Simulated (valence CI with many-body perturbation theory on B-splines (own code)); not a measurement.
Values are calculated unless marked as measured or tabulated.
# A CI+MBPT run for Sc

The program does CI of the valence electrons with many-body perturbation theory for a frozen closed Dirac-Fock core.

Command, and the settings that its task file holds:

```sh
python run_cv.py task.json out
```

```
atom Sc  Z=21  mass_number=45  rms_radius_fm=3.5459
core [Ar] 3d1
valence 3d1 4s2
avg = 1
basis = S
breit = 1
cap = 10000
capref = 1200
cscale = 1
de = 0.0
dress = 0
eps = 2e-08
extrap = 1
h = 0.27
hh = 1
l2 = 3
lcore = 6
maxit = 60
n2 = 5
natural = 1
nlev = 20
nno = [3, 3, 3, 3, 1]
nroot = 26
nsp = [3, 3, 2, 2, 0]
pt2 = 1
qed = 1
rpa = 1
s1 = 1
s2 = 1
s3 = 1
screen = 1
tol = 2e-05
whole = 1
```

(1) What became of the run, and why?

## Answers

(1) It gave no result: the perturbation theory needs a core of closed shells. The program said: "the core must hold closed shells only".
